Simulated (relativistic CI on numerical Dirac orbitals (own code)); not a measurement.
## P X: q coefficients

These numbers are calculated, not measured: Dirac-Coulomb-Breit CI, orbitals from a KLI potential per configuration, derivatives by finite differences, unscaled Slater integrals, QED left out (own radial code, finite nucleus).

Configuration list (outside the closed core 1s2): 2s²2p², 2s2p³, 2p⁴, 2p³3s, 2s²2p3s, 2p³3p, 2s²2p3p, 2p³3d. Levels of other configurations are missing.

With x = (α/α₀)² − 1 an excitation energy changes as ω = ω₀ + qx; K = 2q/ω₀ is the relative enhancement. Terms are leading LS components, so labels can repeat.

Lowest level 2s²2p² ³P0.

```tsv
Level	ω₀ (cm⁻¹)	q (cm⁻¹)	K
2s²2p² ³P1	3662	4286	2.34
2s²2p² ³P2	8987	9279	2.06
2s²2p² ¹D2	62253	7756	0.249
2s²2p² ¹S0	116529	9219	0.158
2s2p³ ⁵S°2	156261	15750	0.202
2s2p³ ³D°2	324401	15500	0.0956
2s2p³ ³D°3	324426	15990	0.0986
2s2p³ ³D°1	324626	15800	0.0973
2s2p³ ³P°1	381372	16940	0.0889
2s2p³ ³P°0	381393	16800	0.0881
2s2p³ ³P°2	381591	17470	0.0916
2s2p³ ¹D°2	495606	17180	0.0693
2s2p³ ³S°1	497658	16590	0.0667
```

At this charge energies of transitions that change n are usually good to better than 1 %, and those within a shell (Δn = 0) to a few per cent.
